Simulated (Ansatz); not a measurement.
# Match the barriers

Saddle point of BH$_{2}$ClF$_{2}$, closed shell (BClF₂ ([F][B]([F])[Cl]) + H₂ → BHF₂ ([F][BH][F]) + HCl; bonds formed: B1–H6, Cl2–H5; bonds broken: B1–Cl2, H5–H6), PBE0-D4/def2-TZVP structure:

```json
{"atom": "B1", "x (Å)": "-0.0912", "y (Å)": "-0.1241", "z (Å)": "-0.4135"}
{"atom": "Cl2", "x (Å)": "0.1789", "y (Å)": "1.4628", "z (Å)": "0.9443"}
{"atom": "F3", "x (Å)": "0.8904", "y (Å)": "-0.0939", "z (Å)": "-1.2988"}
{"atom": "F4", "x (Å)": "-1.3596", "y (Å)": "-0.1497", "z (Å)": "-0.7860"}
{"atom": "H5", "x (Å)": "0.2348", "y (Å)": "-0.0831", "z (Å)": "1.0212"}
{"atom": "H6", "x (Å)": "0.1466", "y (Å)": "-1.0121", "z (Å)": "0.5329"}
```

Ansatz 0.2.0; basis: def2-TZVPP, with def2-QZVPP for the basis limit; cores frozen in the correlated methods. B3LYP uses VWN-RPA correlation. Extrapolation: Hartree–Fock as exp(−7.88 √X), correlation as X^−2.97. Four methods, as single points on the PBE0-D4 structures, gave these electronic barriers from the start structure: 161.3, 169.5, 180.5, 233.6 kJ/mol.

(1) The methods were, in alphabetical order, B3LYP-D4, BLYP-D4, CCSD(T), HF. Which gave which? (A judgement: the text doesn't fix the answer.)

No T1 diagnostic of these runs exceeds 0.013. The start structure is not quite a true minimum (one mode of 27i cm⁻¹). The end structure is not quite a true minimum (one mode of 61i cm⁻¹).

Results:

(1) The calculation gives: BLYP-D4 161.3; B3LYP-D4 169.5; CCSD(T) 180.5; HF 233.6 kJ/mol. For comparison, CCSD(T) at an estimated basis limit (MP2 extrapolated from triple and quadruple zeta, plus CCSD(T) − MP2 in triple zeta) gives 178.4 kJ/mol.

Labels in which every atom is bracketed show which atoms are joined, not bond orders.

For scale, one of the runs: CCSD(T)/def2-TZVPP, 163 basis functions, launched by `ansatz run in.yaml --threads 2 --pin off --events-out ev --progress --plain --max-ram 4352MiB`. Hardware: 2 CPU threads of an AMD EPYC 7R43, shared host. Wall time 36 s; peak host memory 1.3 GiB.
